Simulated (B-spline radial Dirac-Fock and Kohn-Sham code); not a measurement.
# Radiative decay of the 3d3/2 hole in In³⁺

System: the In³⁺ ion, [Kr] 4d10, inside a Watson sphere of charge -3 and radius 2.2 Å (a model of the Madelung potential; inside it an electron's potential energy is raised by 19.6 eV).

These are calculated numbers from an atomic code on a B-spline grid; the model is one-electron (LDA, Dirac) transition rates at Dirac-Fock energies.

| line | multipole | energy (eV) | width (meV) | share (%) |
| --- | --- | --- | --- | --- |
| Mζ2 (M4-N2) | E1 | 362.5 | 0.110 | 85.7 |
| M4-N3 | E1 | 369.2 | 0.0182 | 14.2 |
| M4-N4 | E2 | 435.5 | 5.44e-05 | 0.0424 |

The listed lines hold 100.0 % of the radiative rate. The radiative width is 0.000128 eV in the length form and 0.000139 eV in the velocity form; the two differ because the transition energies are not eigenvalue differences of the potential that gave the orbitals.
